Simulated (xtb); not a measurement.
C6H18Si2, charge +1, doublet, geometry from GFN2-xTB (a state made from the parent by changing its charge; the spin is typed, not shown lowest); GFN0-xTB with GBSA(water) (xtb).

The xtb input:
```
$ xtb mol.xyz --gfn 0 --chrg 1 --uhf 1 --gbsa water --json

# file mol.xyz
26

C     -1.73694080    -0.74692457    -1.72829278
Si    -1.33539567    -0.22157629     0.04899257
C     -2.00789628     1.47261953     0.57185621
C     -1.46557744    -1.59052092     1.35473849
Si     1.32591254     0.21993936    -0.06371715
C      1.72461407     0.75245252     1.71204185
C      1.45862465     1.58337799    -1.37497967
C      1.99915905    -1.47635468    -0.57876097
H     -1.20605232    -1.64857425    -2.02011783
H     -1.50045032     0.02994374    -2.44977977
H     -2.79996268    -0.95723512    -1.82154815
H     -3.09134913     1.43105111     0.65763559
H     -1.62274273     1.78737040     1.53755677
H     -1.77418179     2.24855082    -0.15156824
H     -2.50730110    -1.86836191     1.49809590
H     -0.93234578    -2.49028070     1.06129439
H     -1.08341044    -1.27411555     2.32109835
H      2.78866784     0.95634355     1.80812366
H      1.19847245     1.65918825     1.99666659
H      1.48032046    -0.01868995     2.43704488
H      1.07929121     1.26259976    -2.34099485
H      0.92399758     2.48405326    -1.08701427
H      2.50057626     1.86134945    -1.51672101
H      1.61318170    -1.79635666    -1.54240907
H      1.76686763    -2.24876455     0.14886246
H      3.08248092    -1.43437143    -0.66603498
```

Output, abridged:

```
   ID    Z sym.   atoms
    1    6 C      1, 3, 4, 6-8
    2   14 Si     2, 5
    3    1 H      9-26

           -------------------------------------------------
          |                Calculation Setup                |
           -------------------------------------------------

           -------------------------------------------------
          |                 G F N 0 - x T B                 |
           -------------------------------------------------

      * Solvation model:               GBSA
        Solvent                        water
        Parameter file                 internal GFN2-xTB/GBSA
        Dielectric constant                8.0200E+01
        Reference state                gsolv [1 M gas/solution]
        Free energy shift                  1.8574E-03 Eh       1.1656E+00 kcal/mol
        Temperature                        2.9815E+02 K
        Density                            1.0000E+00 kg/L
        Solvent mass                       1.8000E+01 g/mol
        Interaction kernel             Still
        Born radius scaling (c1)           1.5524E+00
        Born radii integrator          GBOBC
        Born offset                        2.4628E-02 a0       4.6540E-02 AA
        H-bond correction              true
        Ion screening                  false
        Surface tension                    1.0000E-05 Eh       1.5569E+01 dyn/cm
        Grid points                               230 per atom

          ...................................................
          :                      SETUP                      :
          :.................................................:
          :  # basis functions                  80          :
          :  # atomic orbitals                  78          :
          :  # shells                           54          :
          :  # electrons                        49          :
          :  electronic temp.          300.0000000     K    :
          :  accuracy                    1.0000000          :
          :  -> integral cutoff          0.2500000E+02      :
          :  -> integral neglect         0.1000000E-07      :
          ...................................................

         :::::::::::::::::::::::::::::::::::::::::::::::::::::
         ::                     SUMMARY                     ::
         :::::::::::::::::::::::::::::::::::::::::::::::::::::
         :: total energy             -24.663750520562 Eh    ::
         :: total w/o Gsasa/hb       -24.661979300428 Eh    ::
         :: gradient norm              0.026523114169 Eh/a0 ::
         :: HOMO-LUMO gap              2.352229197186 eV    ::
         ::.................................................::
         :: H0 energy                -26.154034153628 Eh    ::
         :: repulsion energy           0.427682263272 Eh    ::
         :: electrostat energy         1.072042012226 Eh    ::
         :: -> Gsolv                   0.000000000000 Eh    ::
         ::    -> Gsasa               -0.003628663261 Eh    ::
         ::    -> Gshift               0.001857443127 Eh    ::
         :: dispersion energy         -0.009440642432 Eh    ::
         :: short-range corr.          0.000000000000 Eh    ::
         :: add. restraining           0.000000000000 Eh    ::
         :: total charge               1.000000000000 e     ::
         :::::::::::::::::::::::::::::::::::::::::::::::::::::

           -------------------------------------------------
          |                Property Printout                |
           -------------------------------------------------

    * Orbital Energies and Occupations

         #    Occupation            Energy/Eh            Energy/eV
      -------------------------------------------------------------
         1        2.0000           -0.6386622             -17.3789
       ...           ...                  ...                  ...
        13        2.0000           -0.5281814             -14.3725
        14        2.0000           -0.5252213             -14.2920
        15        2.0000           -0.5252062             -14.2916
        16        2.0000           -0.5247120             -14.2781
        17        2.0000           -0.5231625             -14.2360
        18        2.0000           -0.5231589             -14.2359
        19        2.0000           -0.5201660             -14.1544
        20        2.0000           -0.5163506             -14.0506
        21        2.0000           -0.4406664             -11.9911
        22        2.0000           -0.4406588             -11.9909
        23        2.0000           -0.4395095             -11.9597
        24        2.0000           -0.4395039             -11.9595
        25        1.0000           -0.3557259              -9.6798 (HOMO)
        26                         -0.2692831              -7.3276 (LUMO)
        27                         -0.2066411              -5.6230
        28                         -0.1995360              -5.4297
        29                         -0.1995035              -5.4288
        30                         -0.1785579              -4.8588
        31                         -0.1785443              -4.8584
        32                         -0.1587771              -4.3205
        33                         -0.1545829              -4.2064
        34                         -0.1545569              -4.2057
        35                         -0.1482440              -4.0339
        36                         -0.1482287              -4.0335
       ...                                ...                  ...
        78                          0.6480050              17.6331
      -------------------------------------------------------------
                  HL-Gap            0.0864428 Eh            2.3522 eV
             Fermi-level            0.0000000 Eh            0.0000 eV

     #   Z          covCN         q      C6AA      α(0)
     1   6 C        3.650    -0.853    50.859    10.356
     2  14 Si       3.225     0.633   162.196    25.720
     3   6 C        3.650    -0.854    50.892    10.360
     4   6 C        3.650    -0.853    50.863    10.357
     5  14 Si       3.225     0.633   162.196    25.720
     6   6 C        3.650    -0.853    50.853    10.356
     7   6 C        3.650    -0.853    50.866    10.357
     8   6 C        3.650    -0.854    50.890    10.359
     9   1 H        0.925     0.263     0.830     1.424
    10   1 H        0.925     0.263     0.830     1.425
    11   1 H        0.925     0.283     0.761     1.364
    12   1 H        0.925     0.283     0.760     1.364
    13   1 H        0.925     0.263     0.829     1.424
    14   1 H        0.925     0.263     0.828     1.423
    15   1 H        0.925     0.283     0.761     1.364
    16   1 H        0.925     0.263     0.830     1.424
    17   1 H        0.925     0.263     0.829     1.424
    18   1 H        0.925     0.283     0.761     1.364
    19   1 H        0.925     0.263     0.830     1.424
    20   1 H        0.925     0.263     0.831     1.425
    21   1 H        0.925     0.263     0.829     1.424
    22   1 H        0.925     0.263     0.830     1.424
    23   1 H        0.925     0.283     0.761     1.364
    24   1 H        0.925     0.263     0.829     1.424
    25   1 H        0.925     0.263     0.828     1.423
    26   1 H        0.925     0.283     0.761     1.364

 Mol. C6AA /au·bohr⁶  :       7004.431107
 Mol. C8AA /au·bohr⁸  :     246622.740101
 Mol. α(0) /au        :        138.857835

Wiberg/Mayer (AO) data.
largest (>0.10) Wiberg bond orders for each atom

 ---------------------------------------------------------------------------
     #   Z sym  total        # sym  WBO       # sym  WBO       # sym  WBO
 ---------------------------------------------------------------------------
     1   6 C    3.925 --     2 Si   0.976     9 H    0.956    10 H    0.956
                            11 H    0.951
     2  14 Si   3.763 --     3 C    0.976     1 C    0.976     4 C    0.976
                             5 Si   0.498
     3   6 C    3.925 --     2 Si   0.976    14 H    0.956    13 H    0.956
                            12 H    0.951
     4   6 C    3.925 --     2 Si   0.976    16 H    0.956    17 H    0.956
                            15 H    0.951
     5  14 Si   3.763 --     8 C    0.976     7 C    0.976     6 C    0.976
                             2 Si   0.498
     6   6 C    3.925 --     5 Si   0.976    19 H    0.956    20 H    0.956
                            18 H    0.951
     7   6 C    3.925 --     5 Si   0.976    21 H    0.956    22 H    0.956
                            23 H    0.951
     8   6 C    3.925 --     5 Si   0.976    25 H    0.956    24 H    0.956
                            26 H    0.951
     9   1 H    0.983 --     1 C    0.956
    10   1 H    0.983 --     1 C    0.956
    11   1 H    0.985 --     1 C    0.951
    12   1 H    0.985 --     3 C    0.951
    13   1 H    0.983 --     3 C    0.956
    14   1 H    0.983 --     3 C    0.956
    15   1 H    0.985 --     4 C    0.951
    16   1 H    0.983 --     4 C    0.956
    17   1 H    0.983 --     4 C    0.956
    18   1 H    0.985 --     6 C    0.951
    19   1 H    0.983 --     6 C    0.956
    20   1 H    0.983 --     6 C    0.956
    21   1 H    0.983 --     7 C    0.956
    22   1 H    0.983 --     7 C    0.956
    23   1 H    0.985 --     7 C    0.951
    24   1 H    0.983 --     8 C    0.956
    25   1 H    0.983 --     8 C    0.956
    26   1 H    0.985 --     8 C    0.951
 ---------------------------------------------------------------------------

Topologies differ in total number of bonds
Writing topology from bond orders to xtbtopo.mol

 dipole moment from electron density (au)
     X       Y       Z
  -0.0094  -0.0016  -0.0137  total (Debye):    0.042

           -------------------------------------------------
          | TOTAL ENERGY              -24.663750520562 Eh   |
          | GRADIENT NORM               0.026523114169 Eh/α |
          | HOMO-LUMO GAP               2.352229197186 eV   |
           -------------------------------------------------

normal termination of xtb
```
